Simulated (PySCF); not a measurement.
The free ion Nb2+ in its d3 configuration.

Method (PySCF 2.14, density fitting): CASSCF(3,5) with orbitals averaged over all microstates of the shell, strongly contracted NEVPT2 on the averaged canonical orbitals; basis x2c-TZVPall; spin-free X2C; gas phase; spin-orbit coupling by state interaction with the mean-field operator over all roots.

CASSCF energies above the lowest CASSCF root:

```json
{"state": "4F", "CASSCF / cm⁻¹": "0"}
{"state": "4P", "CASSCF / cm⁻¹": "10598"}
{"state": "2G", "CASSCF / cm⁻¹": "11228"}
{"state": "2P", "CASSCF / cm⁻¹": "14761"}
{"state": "2H", "CASSCF / cm⁻¹": "14761"}
{"state": "2D", "CASSCF / cm⁻¹": "16153"}
{"state": "2F", "CASSCF / cm⁻¹": "25358"}
{"state": "2D", "CASSCF / cm⁻¹": "40115"}
```

Task: How does dynamic correlation (SC-NEVPT2) move these states?

Result: 
```csv
state,NEVPT2 / cm⁻¹,shift / cm⁻¹
4F,0,0
4P,9060,-1538
2G,9853,-1375
2P,12131,-2630
2H,13458,-1303
2D,13641,-2512
2F,21954,-3405
2D,34860,-5255
```

In the ligand-field fit B goes from 706 to 605 cm⁻¹, C goes from 2801 to 2481 cm⁻¹.
